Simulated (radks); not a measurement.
Coulomb parameter of the 5d shell of neutral hafnium in the model configuration [Xe] 4f14 5d0.5 6s2 6p1.5, as a second difference U = [E(n + 0.5) + E(n - 0.5) - 2 E(n)] / (0.5)^2 with all orbitals relaxed. "Bare": the charge of the atom changes with n. "Screened": the 6p shell takes up the change at fixed total charge, which measures U(5d,5d) + U(6p,6p) - 2 U(5d,6p). All-electron calculation, scalar-relativistic Kohn-Sham, PBE, spin-unpolarised, spherical densities, finite nucleus; Fermi nuclear charge, rms radius 5.347 fm. Program: a radial shooting solver on a logarithmic mesh with Libxc functionals.

| case | configuration | E - E(n) (eV) |
|---|---|---|
| start | [Xe] 4f14 5d0.5 6s2 6p1.5 | 0.000 |
| bare +0.5 | [Xe] 4f14 5d1 6s2 6p1.5 | -2.184 |
| bare -0.5 | [Xe] 4f14 6s2 6p1.5 | 4.111 |
| screened +0.5 | [Xe] 4f14 5d1 6s2 6p1 | -1.539 |
| screened -0.5 | [Xe] 4f14 6s2 6p2 | 1.948 |

U(bare) = 7.708 eV, U(screened by 6p) = 1.636 eV, against the Slater integral F0(5d,5d) = 11.448 eV with frozen orbitals. The step up makes a negative ion, whose loosely bound charge lowers the bare value.
